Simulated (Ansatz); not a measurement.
Consider the redistribution: `CBN[SiH3]` + `CCBO` → `OBN[SiH3]` + `CBCC`.

Gas-phase electronic energies from Ansatz, PBE0-D4/def2-TZVP geometries. CCSD(T)/CBS is the MP2 limit (def2-TZVPP, def2-QZVPP) plus CCSD(T) − MP2 in def2-TZVPP, frozen cores. Functionals use def2-TZVPP. B3LYP here is the variant with VWN-RPA as its local correlation; programs differ in this. HSE06 is defined as in plane-wave codes. One conformer a species, not always the lowest.

(1) Is it downhill or uphill in electronic energy at CCSD(T)/CBS, and by how much? (An estimate is asked.)

(2) What do these levels give: revPBE-D4, r2SCANh-D4, HSE06-D4, CAM-B3LYP-D4, PBE0, B3LYP, r2SCAN0, LC-ωPBE, MP2/def2-SVP, SCS-MP2/def2-TZVPP, HF/def2-QZVPP, HF/CBS(def2)? (Estimate.)

Largest T1 diagnostic among the species: 0.012.

Results:

(1) Computed: Uphill: ΔE = +0.14 eV.

(2) Ansatz gave: revPBE-D4 0.16, r2SCANh-D4 0.11, HSE06-D4 0.14, CAM-B3LYP-D4 0.13, PBE0 0.14, B3LYP 0.14, r2SCAN0 0.11, LC-ωPBE 0.13, MP2/def2-SVP 0.18, SCS-MP2/def2-TZVPP 0.15, HF/def2-QZVPP 0.07, HF/CBS(def2) 0.07 eV.

Leaving LDA and LC-ωPBE aside and taking each functional with its dispersion term where it has one, the values, not all of them listed here, spread over 0.05 eV, from r2SCAN0-D4 to PBE-D4. From BLYP to BHLYP (50 % exact exchange), in def2-TZVPP and without D4, ΔE moves by −0.05 eV. In def2-TZVPP, CCSD(T) changes the Hartree–Fock value by +0.08 eV (the triples alone add +0.02 eV) and MP2 by +0.07 eV.
